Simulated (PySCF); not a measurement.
A series of related molecules.

All values: wB97X-D/def2-SVPD (PySCF) at PBE0-D3(BJ)/def2-SVP geometries, gas phase, one conformer each. Core orbitals are frozen in the response; Δα² is half the sum of the squared differences of the principal polarisabilities.

Problem. Rank by polarisability anisotropy Δα, lowest first.
A. `[SiH3:1][NH:2][C@H:3]1[CH2:4][CH2:5][N:6]([SiH3:7])[CH2:8]1` with Si1–N2–C3–C4 144°, N2–C3–C4–C5 84°, C3–C4–C5–N6 15°, C4–C5–N6–Si7 -178°, C5–N6–C8–C3 -36°
B. `[CH3:1][NH:2][C@H:3]1[CH2:4][CH2:5][N:6]([SiH3:7])[CH2:8]1` with C1–N2–C3–C4 66°, N2–C3–C4–C5 140°, C3–C4–C5–N6 7°, C4–C5–N6–Si7 168°, C5–N6–C8–C3 40°
C. `[H]/[N:1]=[CH:2]\[C@@H:3]1[CH2:4][CH2:5][N:6]([SiH3:7])[CH2:8]1` with N1–C2–C3–C4 -125°, C2–C3–C4–C5 -103°, C3–C4–C5–N6 -35°, C4–C5–N6–Si7 -157°, C5–N6–C8–C3 -29°

Solution. A (3.52 Å³), B (4.70 Å³), C (5.24 Å³).

All values together:

| SMILES | formula | μ (D) | HOMO (eV) | LUMO (eV) | α (Å³) | Δα (Å³) | electrons | α per electron (Å³) | ΔSCF removal energy (eV) |
| --- | --- | --- | --- | --- | --- | --- | --- | --- | --- |
| [SiH3]N[C@H]1CCN([SiH3])C1 | C4H14N2Si2 | 1.11 | -8.16 | 1.80 | 17.14 | 3.52 | 80 | 0.214 | 8.14 |
| [H]/N=C\[C@@H]1CCN([SiH3])C1 | C5H12N2Si | 2.09 | -8.46 | 1.65 | 14.87 | 5.24 | 70 | 0.212 | 8.47 |
| CN[C@H]1CCN([SiH3])C1 | C5H14N2Si | 1.68 | -8.12 | 2.08 | 15.21 | 4.70 | 72 | 0.211 | 8.15 |
| NC[C@@H]1CCN([SiH3])C1 | C5H14N2Si | 1.06 | -8.14 | 2.06 | 15.14 | 3.63 | 72 | 0.210 | 8.16 |

Conformers: `[SiH3:1][NH:2][C@H:3]1[CH2:4][CH2:5][N:6]([SiH3:7])[CH2:8]1` with Si1–N2–C3–C4 144°, N2–C3–C4–C5 84°, C3–C4–C5–N6 15°, C4–C5–N6–Si7 -178°, C5–N6–C8–C3 -36°; `[H]/[N:1]=[CH:2]\[C@@H:3]1[CH2:4][CH2:5][N:6]([SiH3:7])[CH2:8]1` with N1–C2–C3–C4 -125°, C2–C3–C4–C5 -103°, C3–C4–C5–N6 -35°, C4–C5–N6–Si7 -157°, C5–N6–C8–C3 -29°; `[CH3:1][NH:2][C@H:3]1[CH2:4][CH2:5][N:6]([SiH3:7])[CH2:8]1` with C1–N2–C3–C4 66°, N2–C3–C4–C5 140°, C3–C4–C5–N6 7°, C4–C5–N6–Si7 168°, C5–N6–C8–C3 40°; `[NH2:1][CH2:2][C@@H:3]1[CH2:4][CH2:5][N:6]([SiH3:7])[CH2:8]1` with H–N1–C2–C3 -64° and 179°, N1–C2–C3–C4 -173°, C2–C3–C4–C5 -146°, C3–C4–C5–N6 36°, C4–C5–N6–Si7 156°, C5–N6–C8–C3 24°.
